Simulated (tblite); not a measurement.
Isomers of C4H12N2OSi. Computed values, GFN2-xTB/tblite, gas phase, harmonic and unscaled. Against measured fundamentals such values can be off by several per cent, at times by over 20. Modes of hydrogen on silicon can be 10 to 20 % off. One conformer each.

Electronic energies: GFN2-xTB at the same geometries; isomer energies are rough at this level and their order can be wrong.

| SMILES | electronic energy, lowest = 0 (kJ/mol) |
| --- | --- |
| CC(=O)N[SiH2]N(C)C | 0.0 |
| CCNC(=O)[SiH2]NC | 126.1 |
| C[C@H](N)C/C=N\[SiH2]O | 54.2 |
| N[Si](N)(O)C1CCC1 | 29.8 |
| C[C@H](N)C/C=N/[SiH2]O | 57.8 |

**Question.** How do GFN2-xTB zero-point energies change the relative energies?

**Answer.** 
| SMILES | ZPE (kJ/mol) | of it from modes above 1550 cm⁻¹ | electronic (kJ/mol) | with ZPE, lowest = 0 (kJ/mol) | lowest mode (cm⁻¹) | rings |
| --- | --- | --- | --- | --- | --- | --- |
| CC(=O)N[SiH2]N(C)C | 420.6 | 219.2 | 0.0 | 0.0 | 54 | 0 |
| N[Si](N)(O)C1CCC1 | 434.3 | 231.2 | 29.8 | 43.5 | 13i | 1 |
| C[C@H](N)C/C=N\[SiH2]O | 422.6 | 222.7 | 54.2 | 56.1 | 34 | 0 |
| C[C@H](N)C/C=N/[SiH2]O | 419.1 | 234.0 | 57.8 | 56.2 | 30 | 0 |
| CCNC(=O)[SiH2]NC | 421.4 | 221.3 | 126.1 | 126.9 | 36 | 0 |

The zero-point energies span 15.2 kJ/mol, from `C[C@H](N)C/C=N/[SiH2]O` to `N[Si](N)(O)C1CCC1`. Slightly imaginary modes are left out of the zero-point energy: `N[Si](N)(O)C1CCC1` 12.6i cm⁻¹. The order is unchanged.

**Question.** What do entropy and thermal enthalpy add at 298.15 K and 1 bar (rigid rotor, harmonic oscillator, one conformer each)?

**Answer.** 
| SMILES | point group | symmetry number | S (J/(mol K)) | H − H(0) (kJ/mol) | ZPE + H − H(0) − TS (kJ/mol) |
| --- | --- | --- | --- | --- | --- |
| CC(=O)N[SiH2]N(C)C | C1 | 1 | 442.2 | 32.87 | 321.7 |
| C[C@H](N)C/C=N\[SiH2]O | C1 | 1 | 417.8 | 30.14 | 328.1 |
| C[C@H](N)C/C=N/[SiH2]O | C1 | 1 | 445.0 | 32.71 | 319.1 |
| CCNC(=O)[SiH2]NC | C1 | 1 | 445.9 | 32.78 | 321.3 |

Not tabulated: `N[Si](N)(O)C1CCC1` (lowest mode only 13i cm⁻¹).
